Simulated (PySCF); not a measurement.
trans-1,3-butadiene (C$_{4}$H$_{6}$), singlet, at a GFN2-xTB geometry; PySCF with MP2/def2-SVP.

The PySCF input:
```python
from pyscf import gto, scf, mp

mol = gto.M(
    atom='''
C     0.600984    1.729885    0.006604
C     0.601825    0.401396    0.004979
C    -0.601825   -0.401396   -0.004979
C    -0.600984   -1.729885   -0.006604
H     1.512320    2.302754    0.014100
H    -0.318292    2.292931    0.000444
H     1.537142   -0.143656    0.011281
H    -1.537142    0.143656   -0.011281
H     0.318292   -2.292931   -0.000444
H    -1.512320   -2.302754   -0.014100
''',
    basis='def2-svp',
    charge=0,
    spin=0,
    verbose=4,
)

mf = scf.RHF(mol)
mf.kernel()

pt = mp.MP2(mf, frozen=5)
pt.kernel()
print('E(MP2) = %.10f' % pt.e_tot)
mf.analyze()
```

The log (banner, timings and long lists left out):

```
PySCF version 2.14.0

[INPUT] verbose = 4
[INPUT] num. atoms = 10
[INPUT] num. electrons = 30
[INPUT] charge = 0
[INPUT] spin (= nelec alpha-beta = 2S) = 0
[INPUT] symmetry False subgroup None
[INPUT] Mole.unit = angstrom
[INPUT] Symbol           X                Y                Z      unit          X                Y                Z       unit  Magmom
[INPUT]  1 C      0.600984000000   1.729885000000   0.006604000000 AA    1.135695165246   3.269008876993   0.012479751327 Bohr   0.0
[INPUT]  2 C      0.601825000000   0.401396000000   0.004979000000 AA    1.137284424916   0.758528507496   0.009408946374 Bohr   0.0
[INPUT]  3 C     -0.601825000000  -0.401396000000  -0.004979000000 AA   -1.137284424916  -0.758528507496  -0.009408946374 Bohr   0.0
[INPUT]  4 C     -0.600984000000  -1.729885000000  -0.006604000000 AA   -1.135695165246  -3.269008876993  -0.012479751327 Bohr   0.0
[INPUT]  5 H      1.512320000000   2.302754000000   0.014100000000 AA    2.857870612702   4.351574392247   0.026645138356 Bohr   0.0
[INPUT]  6 H     -0.318292000000   2.292931000000   0.000444000000 AA   -0.601484707640   4.333011612525   0.000839038399 Bohr   0.0
[INPUT]  7 H      1.537142000000  -0.143656000000   0.011281000000 AA    2.904777394566  -0.271470496151   0.021318000411 Bohr   0.0
[INPUT]  8 H     -1.537142000000   0.143656000000  -0.011281000000 AA   -2.904777394566   0.271470496151  -0.021318000411 Bohr   0.0
[INPUT]  9 H      0.318292000000  -2.292931000000  -0.000444000000 AA    0.601484707640  -4.333011612525  -0.000839038399 Bohr   0.0
[INPUT] 10 H     -1.512320000000  -2.302754000000  -0.014100000000 AA   -2.857870612702  -4.351574392247  -0.026645138356 Bohr   0.0

nuclear repulsion = 104.503209122829
number of shells = 42
number of NR pGTOs = 138
number of NR cGTOs = 86
basis = def2-svp
ecp = {}

******** <class 'pyscf.scf.hf.RHF'> ********
method = RHF
initial guess = minao
damping factor = 0
level_shift factor = 0
DIIS = <class 'pyscf.scf.diis.CDIIS'>
diis_start_cycle = 1
diis_space = 8
diis_damp = 0
SCF conv_tol = 1e-09
SCF conv_tol_grad = None
SCF max_cycles = 50
direct_scf = True
direct_scf_tol = 1e-13
Set gradient conv threshold to 3.16228e-05
Initial guess from minao.
init E= -155.493779234735
  HOMO = -0.231381625171059  LUMO = 0.00257835718204724  gap/eV = 6.36638
cycle= 1 E= -154.763362268325  delta_E= 0.73  |g|= 0.337  |ddm|= 3.01
  HOMO = -0.337759938451173  LUMO = 0.0956658139668551  gap/eV = 11.79412
cycle= 2 E= -154.80595186246  delta_E= -0.0426  |g|= 0.0902  |ddm|= 0.482
  HOMO = -0.317268188195642  LUMO = 0.123523291175145  gap/eV = 11.99455
cycle= 3 E= -154.809214707083  delta_E= -0.00326  |g|= 0.0311  |ddm|= 0.183
  HOMO = -0.324298017915074  LUMO = 0.118077136867107  gap/eV = 12.03764
cycle= 4 E= -154.809500774706  delta_E= -0.000286  |g|= 0.00593  |ddm|= 0.0404
  HOMO = -0.324993518110276  LUMO = 0.117951485262091  gap/eV = 12.05315
cycle= 5 E= -154.809514364583  delta_E= -1.36e-05  |g|= 0.00166  |ddm|= 0.00825
  HOMO = -0.324712410735421  LUMO = 0.118412274273373  gap/eV = 12.05804
cycle= 6 E= -154.809515737543  delta_E= -1.37e-06  |g|= 0.000326  |ddm|= 0.00294
  HOMO = -0.324777503193976  LUMO = 0.118453408677008  gap/eV = 12.06093
cycle= 7 E= -154.809515841206  delta_E= -1.04e-07  |g|= 7.66e-05  |ddm|= 0.000938
  HOMO = -0.324787664730358  LUMO = 0.118464742380528  gap/eV = 12.06151
cycle= 8 E= -154.809515846019  delta_E= -4.81e-09  |g|= 1.61e-05  |ddm|= 0.00022
  HOMO = -0.324791376489553  LUMO = 0.118463979493896  gap/eV = 12.06159
cycle= 9 E= -154.809515846204  delta_E= -1.85e-10  |g|= 3.69e-06  |ddm|= 4.05e-05
  HOMO = -0.324791587806578  LUMO = 0.118463740500352  gap/eV = 12.06159
Extra cycle  E= -154.809515846211  delta_E= -7.05e-12  |g|= 1.49e-06  |ddm|= 7.75e-06
converged SCF energy = -154.809515846211

******** <class 'pyscf.mp.mp2.RMP2'> ********
nocc = 10, nmo = 81
frozen orbitals 5
E(RMP2) = -155.286500010928  E_corr = -0.476984164717597
E(SCS-RMP2) = -155.282506699581  E_corr = -0.472990853370372
E_corr(same-spin) = -0.114680935720089
E_corr(oppo-spin) = -0.362303228997508
E(MP2) = -155.2865000109
**** SCF Summaries ****
Total Energy =                        -154.809515846210843
Nuclear Repulsion Energy =             104.503209122828608
One-electron Energy =                 -414.125673952584748
Two-electron Energy =                  154.812948983545311
Two-electron Coulomb Energy =          177.627318225106222
DFT Exchange-Correlation Energy =      -22.814369241560911
HOMO-LUMO gap [eV] =                    12.061591843981724
**** MO energy ****
MO #1   energy= -11.2380847974902  occ= 2
MO #2   energy= -11.2373318246701  occ= 2
MO #3   energy= -11.2318394970349  occ= 2
MO #4   energy= -11.2318102771438  occ= 2
MO #5   energy= -1.08534991004901  occ= 2
MO #6   energy= -0.992550497174463 occ= 2
MO #7   energy= -0.820391348188358 occ= 2
MO #8   energy= -0.751176624339672 occ= 2
MO #9   energy= -0.648582753901124 occ= 2
MO #10  energy= -0.637746221151274 occ= 2
MO #11  energy= -0.562613424485528 occ= 2
MO #12  energy= -0.544862673643971 occ= 2
MO #13  energy= -0.494498690111127 occ= 2
MO #14  energy= -0.448258065399908 occ= 2
MO #15  energy= -0.324791587806578 occ= 2
MO #16  energy= 0.118463740500352  occ= 0
MO #17  energy= 0.202916623539117  occ= 0
MO #18  energy= 0.209486805466993  occ= 0
MO #19  energy= 0.220199272745859  occ= 0
MO #20  energy= 0.241503596502258  occ= 0
MO #21  energy= 0.270386490677631  occ= 0
MO #22  energy= 0.280941233582523  occ= 0
MO #23  energy= 0.298363154063608  occ= 0
 ** Mulliken pop on meta-lowdin orthogonal AOs  **
 ** Mulliken pop  **
 ** Mulliken atomic charges  **
charge of    0C =     -0.20517
charge of    1C =     -0.06828
charge of    2C =     -0.06828
charge of    3C =     -0.20517
charge of    4H =      0.09610
charge of    5H =      0.08971
charge of    6H =      0.08765
charge of    7H =      0.08765
charge of    8H =      0.08971
charge of    9H =      0.09610
Dipole moment(X, Y, Z, Debye):  0.00000, -0.00000,  0.00000
```
